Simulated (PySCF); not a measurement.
vanadium atom (V), quartet (typed; the unrestricted solution is spin-contaminated). Base run: PySCF with PBE/cc-pVDZ.

The PySCF input:
```python
from pyscf import gto, scf, dft, solvent

mol = gto.Mole()
mol.atom = '''
    V     0.000000    0.000000    0.000000
'''
mol.basis = 'cc-pvdz'
mol.charge = 0
mol.spin = 3
mol.verbose = 4
mol.build()

mf = dft.UKS(mol)
mf.xc = 'pbe'
mf.kernel()
```

Each row names what was changed in the base input (with any setting that the change needs).

```
change                                                ΔE vs base (kcal/mol)        outcome
----------------------------------------------------  ---------------------  -------------
base                                                                  0.000      converged
model = ddCOSMO; solvent = water                                          -  not converged
model = IEF-PCM; solvent = water; vdw_scale = 1.4                    -0.137      converged
model = IEF-PCM; solvent = tetrahydrofuran                                -  not converged
model = IEF-PCM; solvent = water; vdw_scale = 1.1                     -1.08      converged
model = IEF-PCM; solvent = acetonitrile                                   -  not converged
model = COSMO; solvent = water                                            -  not converged
model = IEF-PCM; solvent = water; lebedev_order = 41                      -  not converged
model = IEF-PCM; solvent = water; vdw_scale = 1.0                     -2.34      converged
model = IEF-PCM; solvent = water; lebedev_order = 11                      -  not converged
model = IEF-PCM; solvent = water; r_probe = 0.5                           -  not converged
model = SS(V)PE; solvent = water                                          -  not converged
```

The base is the gas phase, so ΔE is the electrostatic part of solvation at a fixed geometry, without cavity and dispersion terms.

Open shells are given as the SCF converged; they aren't shown to be the lowest states, and a large step between rows can be another state.
